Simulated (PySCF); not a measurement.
C₂H₅Si, SMILES [Si](C)[CH2] (connectivity only; charge and spin as stated), neutral, multiplicity 2.

Geometry optimised at ωB97X-D3(BJ)/def2-TZVP. The isomer is the one that the SMILES or the coordinates give; other isomers of the formula were not compared.

Calculation: PBE/def2-TZVPD in PySCF.

Gas-phase values at a fixed geometry.

The total energy is -368.39683 hartree and the point group is Cs. The α spin, highest occupied and lowest empty level is -5.36 and -1.73 eV. The β spin, highest occupied and lowest empty level comes out as -5.28 and -3.70 eV and the dipole moment is 1.65 D. The quadrupole, principal values (traceless, Buckingham form, about the centre of nuclear charge) is -2.28, 0.70, 1.58 D·Å, the mean static polarisability is 62.9 bohr³ (9.31 Å³) and the polarisability, principal values is 53.2, 56.8, 78.6 bohr³. The ⟨S²⟩ is 0.761 (pure state 0.75).
